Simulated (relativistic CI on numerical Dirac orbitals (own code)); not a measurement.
One change at a time: Nb IV

Base calculation: Dirac-Coulomb-Breit CI, separate exchange-only KLI orbitals for each configuration, model QED, valence Slater integrals scaled by 0.85, P86 correlation energy added to each configuration.

Configurations in the expansion (outside the closed core [Ar] 3d10 4s2): 4p6 4d2, 4p6 4d 5s, 4p6 4d 5p, 4p6 4d 4f, 4p6 5s2, 4p6 5s 5p, 4p6 4d 6s, 4p6 4d 5d, 4p5 4d3, 4p6 4f2, 4p6 4d 6p, 4p6 4d 6d, 4p6 4d 5f, 4p6 5p2, 4p6 4d 5g, 4p6 5s 5d. Levels of other configurations are missing.

Variants: (1) Slater integrals left unscaled; (2) self-excluded LDA correlation estimate; (3) Breit term removed; (4) non-relativistic limit. Shifts of the energy above 4p6 4d2 3F_2, in cm⁻¹, for the lowest level and the first level of each name with at least 55 % of one term (blank where a level changes its place among those of its configuration and J or its character, or is not in the variant):

| Level | Base | Δ(1) | Δ(2) | Δ(3) | Δ(4) |
| --- | --- | --- | --- | --- | --- |
| 4p6 4d2 3F_2 | 0.0 | 0.0 | 0.0 | 0.0 | 0.0 |
| 4p6 4d2 3F_3 | 975.8 | -8.4 | 0.0 | +58.2 | -975.8 |
| 4p6 4d2 3F_4 | 2128.1 | -0.5 | +0.1 | +123.0 | -2128.1 |
| 4p6 4d2 1D_2 | 8829.2 | +1256.5 | +3.5 | +58.3 | -784.7 |
| 4p6 4d2 3P_0 | 10143.7 | +1632.2 | +0.6 | +32.6 | -497.4 |
| 4p6 4d2 3P_1 | 10523.2 | +1618.8 | +0.5 | +56.5 | -876.9 |
| 4p6 4d2 3P_2 | 11406.5 | +1575.2 | +0.9 | +122.1 | -1760.2 |
| 4p6 4d2 1G_4 | 14301.6 | +2275.9 | -0.1 | +92.0 | -1148.7 |
| 4p6 4d2 1S_0 | 31868.8 | +5102.6 | +19.3 | +97.0 | -820.8 |
| 4p6 4d 5s 3D_1 | 55843.6 | +853.2 | +360.5 | -127.5 | +7842.7 |
| 4p6 4d 5s 3D_2 | 56379.3 | +866.0 | +360.6 | -103.5 | +7306.9 |
| 4p6 4d 5s 3D_3 | 57460.4 | +845.5 | +360.5 | -40.9 | +6225.9 |
| 4p6 4d 5s 1D_2 | 62445.5 | +1839.0 | +365.5 | -63.1 | +6140.8 |
| 4p6 4d 5p 1D°_2 | 99844.5 | +448.8 | +1070.6 | -143.6 | +4614.5 |
| 4p6 4d 5p 3D°_1 | 101453.3 | +660.8 | +1063.8 | -142.2 | +5018.8 |
| 4p6 4d 5p 3F°_3 | 102907.6 | +746.8 | +1068.1 | -78.1 |  |
| 4p6 4d 5p 3D°_3 | 104098.8 | +716.7 | +1065.9 | -67.3 |  |
| 4p6 4d 5p 3F°_4 | 105373.1 | +827.5 | +1070.3 | -27.8 | +2033.7 |
| 4p6 4d 5p 3P°_1 | 107355.1 | +1481.1 | +1068.7 | -116.7 | +3947.1 |
| 4p6 4d 5p 3P°_0 | 107623.1 | +1478.5 | +1069.8 | -113.8 | +3679.2 |
| 4p6 4d 5p 3P°_2 | 108135.5 | +1448.1 | +1069.7 | -48.2 | +3166.8 |
| 4p6 4d 5p 1F°_3 | 110881.2 | +1944.0 | +1058.5 | -61.0 | +3159.9 |

Correlation outside the listed configurations is missing or only estimated: errors of thousands of cm⁻¹ between configurations and terms are usual at this charge. Rates and lifetimes follow the computed energies and can be off by large factors. The fine structure of a lone outer electron comes out too small, for d and f at times inverted, and misplaced configurations move strength between like terms.

Ionisation energy from the two ground configurations alone: base 37.78 eV; Slater integrals left unscaled 37.92 eV; self-excluded LDA correlation estimate 38.09 eV; Breit term removed 37.77 eV. The NIST ASD value (measured) is 37.611 eV.

LS names give the leading component of a level, which can be under half, so a name can repeat, a term be missing and a line seem to break the LS rules.
